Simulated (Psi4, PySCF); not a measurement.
C$_{5}$H$_{16}$GeSi (SMILES C[SiH](C)[Ge]([CH3])([CH3])[CH3]), singlet, geometry from GFN2-xTB, atoms displaced at random by about 0.08 Å a coordinate. Base run: PBE0/STO-3G, gradient run with PySCF.

PySCF was given this input:
```python
from pyscf import gto, scf, dft

mol = gto.Mole()
mol.atom = '''
    Si    1.506763   -0.363143   -0.601741
    C     2.191133    1.575279   -0.553004
    C     2.403990   -1.225278    0.698007
    Ge   -0.710328    0.109440    0.043901
    C    -1.741133    1.126143   -1.261661
    C    -1.565559   -1.813339    0.184992
    C    -1.070955    0.880087    1.723404
    H     1.544246   -0.686328   -2.038774
    H     3.409697    1.520861   -0.751244
    H     2.367684    2.062703    0.435742
    H     1.760524    2.257229   -1.286940
    H     1.947008   -2.179531    0.463639
    H     3.520054   -1.488633    0.181114
    H     2.277192   -0.988596    1.724298
    H    -1.535493    2.147515   -1.212388
    H    -2.960887    1.095642   -1.019627
    H    -1.726645    0.572266   -2.214423
    H    -2.579121   -1.677097    0.266815
    H    -1.329722   -2.426245    0.859388
    H    -1.524186   -2.346779   -0.786233
    H    -2.123484    0.815394    1.989525
    H    -0.593434    0.266508    2.604329
    H    -0.549288    1.839249    1.792011
'''
mol.basis = 'sto-3g'
mol.charge = 0
mol.spin = 0
mol.verbose = 4
mol.build()

mf = dft.RKS(mol)
mf.xc = 'pbe0'
mf.kernel()
g = mf.nuc_grad_method()
grad = g.kernel()
```

Programs used: Psi4, PySCF; a row that names a program was run with it.

The coordinate followed is z of atom 15.

Variants of this job, named by their change:

```
change                                                  dE/dx (Eh/bohr)  net force (Eh/bohr)
------------------------------------------------------  ---------------  -------------------
base                                                           0.018010             0.000037
code = psi4                                                    0.018009             0.000097
grids.level = 0; grid_response = off                           0.017890             0.005982
finite difference step (bohr) = 0.2; conv_tol = 1e-11          0.018151                    -
conv_tol = 1e-4                                                0.018007             0.000037
grids.level = 5; grid_response = off                           0.018010             0.000006
conv_tol = 1e-11                                               0.018010             0.000037
grid_response = on                                             0.018011             0.000000
density fitting = on; auxbasis_response = off                  0.018000             0.001210
finite difference step (bohr) = 0.01; conv_tol = 1e-11         0.018011                    -
finite difference step (bohr) = 1e-4; conv_tol = 1e-11         0.018011                    -
finite difference step (bohr) = 0.05; conv_tol = 1e-11         0.018020                    -
```

The net force is zero for an exact gradient.
